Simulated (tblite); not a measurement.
C₂H₁₂B₂N₂.
Atom-mapped SMILES: `[CH3:1][CH2:2][NH+:3]1[BH2-:4][NH2+:5][BH2-:6]1` (hydrogens: H7, H8, H9 on C1; H10, H11 on C2; H12 on N3; H13, H14 on B4; H15, H16 on N5; H17, H18 on B6)

Computed with GFN2-xTB (tblite), gas phase: nudged elastic band of 9 images (0 to 8), spring 0.2 eV/Å², climbing image at the end, force threshold 0.05 eV/Å. The top image wasn't refined or checked by frequencies; at this threshold it can lie a kcal/mol or more above the true saddle point of the method.

Path: rotation about C2–N3 (sp3 carbon bound to nitrogen, nitrogen bonded to 2 B, C and H), followed by the dihedral C1–C2–N3–B6, from -74° to 55°. Start geometry (image 0):
```
atom  x, y, z in Å
C1      2.377   -0.013   -0.049
C2      1.100   -0.492    0.628
N3     -0.050   -0.398   -0.263
B4     -1.477   -0.824    0.295
N5     -2.105    0.580   -0.094
B6     -0.665    1.032   -0.588
H7      2.616   -0.641   -0.906
H8      3.213   -0.048    0.646
H9      2.252    1.010   -0.395
H10     0.893    0.123    1.506
H11     1.219   -1.530    0.962
H12     0.178   -0.901   -1.113
H13    -1.954   -1.719   -0.326
H14    -1.455   -0.989    1.470
H15    -2.484    1.111    0.679
H16    -2.808    0.543   -0.820
H17    -0.648    1.280   -1.750
H18    -0.211    1.881    0.107
```

The first guess turns that dihedral rigidly in even steps and adds one set of random displacements (0.04 Å standard deviation a coordinate) to every inner image. Energies of the images above image 0 (eV) in the early part of the optimisation:

```tsv
iteration	1	2	3	4	5	6	7	8
0	0.885	1.025	1.225	1.349	1.348	1.311	1.254	0.123
10	0.073	0.193	0.346	0.423	0.400	0.333	0.260	0.123
20	0.045	0.161	0.297	0.361	0.341	0.278	0.212	0.123
30	0.039	0.137	0.233	0.276	0.261	0.207	0.157	0.123
```

Q: Where does the band end, and how far was the first guess from it?

A: Final energies, images 1 to 8: 0.034, 0.123, 0.212, 0.256, 0.242, 0.189, 0.141, 0.123 eV. The highest point drops from 1.35 eV (image 4) to 0.256 eV (image 4), by 1.09 eV. Image 4 moved by 0.13 Å rms, its dihedral from -12° to -8°. The end images are fixed. The true force on the top image ends at 0.033 eV/Å, and the largest on any image at 0.07 eV/Å; away from the top, the method drives only the force across the path to zero. The last saved iteration is 50.

What follows is the cost of the whole band run. On one thread, Intel Xeon 6975P-C (x86_64), shared host with 192 logical CPUs at a one-minute load of 70, this took 1.9 s of wall time and 0.18 GiB of memory at its peak.
